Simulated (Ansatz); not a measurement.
**Nudged elastic band run: BClFGeH₄N**

input.yaml

```yaml
crystal:
  periodic: [false, false, false]
  atoms:
    - { symbol: F, position_ang: [-0.541034, 1.561123, 2.282728] }
    - { symbol: B, position_ang: [-0.504902, 0.570974, 1.379825] }
    - { symbol: Cl, position_ang: [-1.433245, -0.914199, 1.731916] }
    - { symbol: "N", position_ang: [0.231871, 0.67623, 0.189584] }
    - { symbol: Ge, position_ang: [0.359607, -0.635815, -1.14366] }
    - { symbol: H, position_ang: [0.746867, 1.547511, 0.033857] }
    - { symbol: H, position_ang: [-1.044, -0.918689, -1.727839] }
    - { symbol: H, position_ang: [0.983188, -1.919302, -0.547907] }
    - { symbol: H, position_ang: [1.290047, -0.014032, -2.215602] }
basis:
  gaussian: { orbitals: def2-SVP }
hamiltonian:
  xc: pbe
  dispersion: d4
neb:
  order_check: false
  images: 8
  f_tol: 0.05
  max_iterations: 60
  initial_path: idpp
  climbing: false
  final_atoms:
    - { symbol: F, position_ang: [-0.48712541, 1.47476355, 2.35241043] }
    - { symbol: B, position_ang: [-0.62949167, 0.75992716, 1.22743424] }
    - { symbol: Cl, position_ang: [-2.28845781, 0.37375645, 0.68794292] }
    - { symbol: "N", position_ang: [0.4741938, 0.31555056, 0.48270979] }
    - { symbol: Ge, position_ang: [0.39566126, -0.69063528, -1.09779859] }
    - { symbol: H, position_ang: [1.40579489, 0.56018425, 0.83079404] }
    - { symbol: H, position_ang: [-0.30914439, -2.03882166, -0.81922472] }
    - { symbol: H, position_ang: [1.87772599, -0.91437166, -1.49308371] }
    - { symbol: H, position_ang: [-0.35075767, 0.11344763, -2.18828242] }
```

Launched with:

```bash
$ ansatz run input.yaml --threads 2 --pin off --max-ram 3072MiB --backend cpu --events-out ev --progress --plain --runs-dir out
```

Output, in part (warnings, iteration lines, the closing report on the highest movable image, with atoms numbered from 0):

```
NEB end point (image 0): max|allowed force component| = 2.323e-3 eV/Å (the criterion of neb.relax_end_points is 1.000e-2)
NEB end point (image 9): max|allowed force component| = 9.400e-3 eV/Å (the criterion of neb.relax_end_points is 1.000e-2)
NEB iter   1: max|band force component| = 6.729e-1 eV/Å  barrier→ = 0.1757 eV  barrier← = 0.1757 eV  Δτ_max = 0.1733 Å  (270 SCF iters)
NEB iter   2: max|band force component| = 3.291e-1 eV/Å  barrier→ = 0.0563 eV  barrier← = 0.0563 eV  Δτ_max = 0.0396 Å  (226 SCF iters)
NEB iter   3: max|band force component| = 2.903e-1 eV/Å  barrier→ = 0.0485 eV  barrier← = 0.0485 eV  Δτ_max = 0.0758 Å  (226 SCF iters)
NEB iter   4: max|band force component| = 5.400e-1 eV/Å  barrier→ = 0.0765 eV  barrier← = 0.0765 eV  Δτ_max = 0.0383 Å  (228 SCF iters)
NEB iter   5: max|band force component| = 1.726e-1 eV/Å  barrier→ = 0.0480 eV  barrier← = 0.0480 eV  Δτ_max = 0.0217 Å  (227 SCF iters)
NEB iter   6: max|band force component| = 4.292e-2 eV/Å  barrier→ = 0.0453 eV  barrier← = 0.0453 eV  Δτ_max = 0.0000 Å  (418 SCF iters)
Total energy: -73959.45069668 eV, -2717.9596815866 hartree
Atom 0 at    -0.547922     1.706530     2.162267 Å, force     0.001620     0.007337     0.008526 eV/Å
Atom 1 at    -0.713807     0.843831     1.146841 Å, force    -0.038337    -0.012849    -0.006154 eV/Å
Atom 2 at    -2.380156     0.318355     0.788509 Å, force     0.028571     0.013423     0.002435 eV/Å
Atom 3 at     0.395550     0.387695     0.412549 Å, force     0.013726    -0.007910    -0.013348 eV/Å
Atom 4 at     0.482179    -0.794092    -1.037507 Å, force    -0.003826     0.002105     0.003357 eV/Å
Atom 5 at     1.296316     0.770925     0.718896 Å, force    -0.005575    -0.002419     0.004956 eV/Å
Atom 6 at    -0.927667    -1.376899    -1.242824 Å, force     0.002336    -0.001587     0.003899 eV/Å
Atom 7 at     1.516572    -1.892931    -0.681414 Å, force     0.004714     0.000360    -0.001038 eV/Å
Atom 8 at     0.967335    -0.009613    -2.284415 Å, force    -0.003229     0.001541    -0.002634 eV/Å
Dipole moment:     0.443653    -0.172542    -0.281116 e Å
```

It converged. No image climbed, so the highest image needn't sit at the top of the path.

Final band (atoms are numbered from 1 in the order of the input):

```tsv
image	path coordinate (Å)	energy (kJ/mol)	dihedral B2–N4–Ge5–H7 (°)
0	0.00	0.0	61
1	0.44	0.6	48
2	0.88	2.1	35
3	1.32	3.5	22
4	1.76	4.4	7
5	2.20	4.4	-7
6	2.64	3.6	-21
7	3.08	2.2	-34
8	3.52	0.7	-48
9	3.96	0.0	-61
```

Time of the run: 110 s on 2 threads of Arm Neoverse V1, with other jobs on the host, peak memory 0.16 GiB.
